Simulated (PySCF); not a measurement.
Ta(OH)2 (H2O2Ta), SMILES [OH][Ta][OH] (connectivity only; charge and spin as stated), neutral, multiplicity 4.

The structure is a stationary point at r2SCAN-D4/def2-TZVP. The multiplicity is an assumed one; other spin states were not compared. The def2 effective core potentials stand for the cores of Ta; spin–orbit coupling is left out. Other conformers were not sampled.

Method: r2SCAN-D4/def2-TZVP run with PySCF.

Frequencies are harmonic and unscaled.

Modes within 1.5 cm⁻¹ of each other (mostly degenerate sets) share a row, with their intensities summed.

Computed vibrational spectrum:
| mode | ν (cm⁻¹) | IR (km/mol) | moving atoms (share of kinetic energy) |
|---|---|---|---|
| 1–2 | 68 | 68.1 | O 53 %, H 33 %, Ta 14 % |
| 3–4 | 363 | 357.4 | H 66 %, O 32 % |
| 5–6 | 429 | 0.0 | H 88 %, O 12 % |
| 7 | 684 | 271.3 | O 79 %, Ta 16 % |
| 8 | 730 | 0.0 | O 94 % |
| 9 | 3961 | 429.0 | H 94 % |
| 10 | 3963 | 0.0 | H 94 % |
